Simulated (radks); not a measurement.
Spherical quantum dot in the effective-mass picture: electrons in a parabolic well V = omega^2 r^2 / 2 with omega = 1.39, all in effective atomic units (hartree* = m*/eps^2 hartree, bohr* = eps/m* bohr), one dielectric constant everywhere. Calculated with a radial shooting solver with Libxc functionals: non-relativistic Kohn-Sham, LDA (Slater exchange, Perdew-Wang correlation), spin-polarised, spherical densities. Levels are named by radial order and angular momentum (1s, 1p, 1d, 2s, ...), and open shells are averaged over m.

N = 23, configuration 1s2 1p6 1d10 2s2 1f(up 3, down 0). This is the lowest configuration that the search found. Occupied and some empty levels:

level    occupation  eigenvalue (hartree*)  <r> (bohr*)
1s up             1                 14.088        1.409
1s down           1                 14.112        1.395
1p up             3                 14.738        1.760
1p down           3                 14.775        1.751
1d up             5                 15.476        2.008
1d down           5                 15.520        2.004
2s up             1                 15.645        1.744
2s down           1                 15.675        1.750
1f up             3                 16.291        2.205
1f down           0                 16.338        2.204
2p up             0                 16.543        1.965
2p down           0                 16.573        1.969
1g up             0                 17.172        2.372
1g down           0                 17.219        2.374
2d up             0                 17.482        2.169
2d down           0                 17.513        2.171

Energy (hartree*): total 230.511, kinetic 30.339, external 87.231, Hartree 125.21, exchange-correlation -12.273.
